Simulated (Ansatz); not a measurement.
Computed with Ansatz on PBE0-D4/def2-TZVP structures; ΔE is electronic, products minus reactants. CCSD(T)/CBS adds triple-zeta CCSD(T) − MP2 to the extrapolated MP2 energy (def2 sets, frozen cores). DFT in def2-TZVPP. B3LYP here is the variant with VWN-RPA as its local correlation; programs differ in this. For Se outer-core shells are correlated without core-valence functions, which leaves a few kJ/mol of doubt a bond. Scalar relativity is left out up to krypton. Each species was taken in one conformer, which may not be the lowest.

Consider the substitution at a C–Si bond: `N=C[SiH2][SeH]` + `OCF` → `N=COCF` + `[SiH3][SeH]`.

Task: Is it downhill or uphill in electronic energy at CCSD(T)/CBS, and by how much? (Best estimate.)

Result: Ansatz gave: Uphill: ΔE = +6.5 kcal/mol.

Task: What do these levels give: r2SCAN-D4, B3LYP-D4, ωB97M-V, B2PLYP, PBE, r2SCAN, PBE0, B3LYP, HF/def2-TZVPP, SCS-MP2/def2-TZVPP, SCS-MP2/def2-QZVPP, CCSD/CBS(def2)? (Estimate.)

Result: The calculation gave: r2SCAN-D4 3.0, B3LYP-D4 4.8, ωB97M-V 4.9, B2PLYP 4.6, PBE 3.8, r2SCAN 2.9, PBE0 3.9, B3LYP 4.1, HF/def2-TZVPP 3.1, SCS-MP2/def2-TZVPP 5.5, SCS-MP2/def2-QZVPP 6.2, CCSD/CBS(def2) 6.6 kcal/mol.

Largest T1 diagnostic among the species: 0.013.

In def2-TZVPP, CCSD(T) changes the Hartree–Fock value by +2.2 kcal/mol (the triples alone add −0.1 kcal/mol) and MP2 by +2.6 kcal/mol.
